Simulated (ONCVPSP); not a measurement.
**Ranking ONCV potentials for Al**

All share these settings but for the change named:

```
Element                 : Al
Generator               : ONCVPSP 4.0.1
Type                    : optimised norm-conserving Vanderbilt (ONCV)
Functional              : PW91
Relativity              : scalar-relativistic
Frozen core             : [Ne]
Valence charge          : 3
Reference configuration : 3s1.75 3p1.25
Partial waves           : 3s: rc 1.70 bohr, ncon 4, nbas 8, qcut 4 1/bohr, 1 projector; 3p: rc 2.60 bohr, ncon 3, nbas 7, qcut 3.3 1/bohr, 2 projectors, debl 2 Ha; d scattering state at 0.27 Ha: rc 2.65 bohr, ncon 3, nbas 7, qcut 3.2 1/bohr, 2 projectors, debl 0.4 Ha
Local potential         : polynomial inside 1.10 bohr (lpopt 4, dvloc0 1 Ha)
Core correction         : Teter function, fcfact 4, rcfact 1.3
```

Test errors are all-electron minus pseudo excitation energies from the reference, over 3s2 3p1; 3s2 3p0; 3s1 3p0; 3s1 3p1. None of these files shows a bound ghost.

The base gives 16.8 meV.

Of 7 variants that were run, those that failed, showed a ghost or another fault, or gave nearly equal values are left out.

A variant can come out equal or close to the base, since the largest error may sit in a test that the change hardly touches while other tests move.

Question: Rank these variants by their largest absolute test error, smallest first.
A. local potential polynomial inside 1.10 bohr (lpopt 4, dvloc0 7 Ha)
B. local potential polynomial inside 1.10 bohr (lpopt 4, dvloc0 1.5 Ha)
C. local potential polynomial inside 1.10 bohr (lpopt 4, dvloc0 3.5 Ha)

Answer: A (11.4 meV), C (13.6 meV), B (15.9 meV).
